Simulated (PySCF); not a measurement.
A PySCF script (with the pyscf-properties extension) for the NMR shieldings of SMILES [SiH2](C=C)CCC, C₅H₁₂Si, on a PBE0-D3(BJ)/def2-SVP geometry:

```python
import basis_set_exchange as bse
import numpy as np
from pyscf import gto, dft
from pyscf.prop import nmr

atoms = """
C     3.672103    0.019495   -0.563588
C     2.581303   -0.617977   -0.122167
Si    1.165976    0.223641    0.767114
C    -0.471899   -0.059179   -0.125165
C    -1.682748    0.576786    0.556581
C    -2.990037    0.332307   -0.182473
H     3.808726    1.098017   -0.423014
H     4.481648   -0.503064   -1.086009
H     2.516476   -1.700508   -0.300531
H     1.052458   -0.307799    2.165359
H     1.470737    1.688396    0.850945
H    -0.621040   -1.149973   -0.224557
H    -0.367372    0.322461   -1.156733
H    -1.518493    1.663949    0.659183
H    -1.767499    0.192847    1.588388
H    -2.951833    0.742650   -1.204416
H    -3.202096   -0.745577   -0.268999
H    -3.842606    0.800183    0.333870
"""
names = dict.fromkeys(["C", "Si", "H"], "pcSseg-1")
basis = {el: gto.basis.parse(bse.get_basis(n, elements=[el], fmt="nwchem")) for el, n in names.items()}
mol = gto.M(atom=atoms, basis=basis, charge=0, verbose=0)
mf = dft.RKS(mol, xc="PBE0")
mf.grids.level = 2
mf.grids.alignment = dft.numint.BLKSIZE   # the property module wants whole blocks of grid points
mf.conv_tol = 1e-9
mf.kernel()

calc = nmr.RKS(mf)   # GIAO
C = mf.mo_coeff
Co = C[:, mf.mo_occ > 0]
resp = mf.gen_response(singlet=True, hermi=2)
def vind(x):   # induced exchange potential for any number of trial vectors
    d = np.einsum("pi,xij,qj->xpq", C, 2 * x.reshape(-1, C.shape[1], Co.shape[1]), Co, optimize=True)
    return np.einsum("xpq,pi,qj->xij", resp(d - d.transpose(0, 2, 1)), C, Co, optimize=True).ravel()
mo1, _ = nmr.rhf.solve_mo1(calc, with_cphf=vind)
sigma = calc.kernel(mo1)
for i, s in enumerate(sigma):   # ppm
    print("%2d %-2s %9.2f" % (i, mol.atom_pure_symbol(i), np.trace(s) / 3))
```

Q: Give the expected output.

A: 
```
 0 C      39.38
 1 C      42.49
 2 Si    382.44
 3 C     168.31
 4 C     162.91
 5 C     163.96
 6 H      24.98
 7 H      24.97
 8 H      24.93
 9 H      26.92
10 H      27.13
11 H      30.65
12 H      30.71
13 H      30.02
14 H      30.01
15 H      30.30
16 H      30.31
17 H      29.96
```

These numbers come from an equivalent density-fitted implementation of the same equations, which agrees with the script to about 0.01 ppm for H and up to a few tenths of a ppm for heavy atoms, so last digits may differ.

Q: Turn these shieldings into chemical shifts. References, each an isolated molecule treated in the same way: $^{13}$C (184.41 ppm) and $^{29}$Si (351.99 ppm) and $^{1}$H (31.27 ppm) vs TMS.

A: Averaging equivalent atoms: C 0: 145.0; C 1: 141.9; C 4: 21.5; C 5: 20.4; C 3: 16.1; Si 2: -30.5; H 8: 6.34; H 7: 6.29; H 6: 6.29; H 9/10: 4.24; H 13/14: 1.25; H 15/16/17: 1.08; H 11/12: 0.58 ppm. 

Size and cost of the density-fitted run: 169 basis functions, 15 s wall time on 1 thread of an Arm Neoverse V2, shared host.
